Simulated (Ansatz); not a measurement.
A CCSD(T) single point on `[CH3][Al]([SiH3])[Br]`.

```yaml
crystal:
  periodic: [false, false, false]
  atoms:
    - {symbol: C, position_ang: [-0.739479, 1.619838, -0.784662]}
    - {symbol: Al, position_ang: [-0.509370, -0.283901, -0.471819]}
    - {symbol: Si, position_ang: [1.099216, -1.273349, 1.088734]}
    - {symbol: Br, position_ang: [-1.823310, -1.730514, -1.630760]}
    - {symbol: H, position_ang: [0.198427, 2.068308, -1.128632]}
    - {symbol: H, position_ang: [-1.008421, 2.131270, 0.145545]}
    - {symbol: H, position_ang: [-1.512445, 1.828471, -1.526841]}
    - {symbol: H, position_ang: [1.037746, -2.759518, 1.107141]}
    - {symbol: H, position_ang: [0.850708, -0.781131, 2.475078]}
    - {symbol: H, position_ang: [2.490028, -0.870574, 0.729016]}
basis:
  gaussian: {orbitals: def2-TZVPP}
correlation: {method: ccsd_t}
```

```sh
$ ansatz run in.yaml --threads 4 --pin off --events-out ev --progress --plain --max-ram 10444MiB
```

Output of Ansatz, abridged:

```
Functional definition: HF
1458 factors; integrals over basis functions are off by at most 1.0e-3 eV
mean field evaluation 1: about -85569.8179 eV, gradient 2.9e1 eV
mean field evaluation 2: about -85569.9612 eV, gradient 2.9e1 eV
mean field evaluation 4: about -85572.6597 eV, gradient 2.9e0 eV
mean field evaluation 8: about -85572.7120 eV, gradient 1.5e-1 eV
mean field -85572.71209856 eV, -3144.7391663545 hartree, gradient 6.5e-6 eV, S^2 0.000000; 0 other end points of the search recorded, 0 dependent functions left out
20 core orbitals not correlated: weight in the atoms' cores, before any rotation towards them, 1.000 or more for the frozen orbitals, at most 0.000 for the correlated occupied ones
reference -85572.71209856 eV, -3144.7391663545 hartree; 17, 17 occupied and 210, 210 virtual orbitals, 1458 factors
second order -17.82276230 eV of doubles, -0.00000000 eV of singles
cycle   1  -18.65275607 eV  change   -8.3e-1 eV  update   8.9e-2
cycle   2  -19.16486751 eV  change   -5.1e-1 eV  update   2.7e-2
cycle   3  -19.21154694 eV  change   -4.7e-2 eV  update   1.1e-2
cycle   4  -19.20171116 eV  change    9.8e-3 eV  update   3.3e-3
cycle   5  -19.20192757 eV  change   -2.2e-4 eV  update   1.3e-3
cycle   6  -19.20156211 eV  change    3.7e-4 eV  update   3.6e-4
cycle   7  -19.20142249 eV  change    1.4e-4 eV  update   1.1e-4
cycle   8  -19.20148086 eV  change   -5.8e-5 eV  update   4.0e-5
cycle   9  -19.20148985 eV  change   -9.0e-6 eV  update   1.3e-5
perturbative correction -0.68139843 eV, -0.0250409303 hartree
Total energy: -85592.59498684 eV, -3145.4698490217 hartree
```

It took 2.7 min on 4 threads of an Arm Neoverse V1 on a shared host, with 4.7 GiB of host memory at the peak.

The correlation energy is -19.883 eV, 3.4 % of it from (T); the T1 diagnostic reads 0.0097.
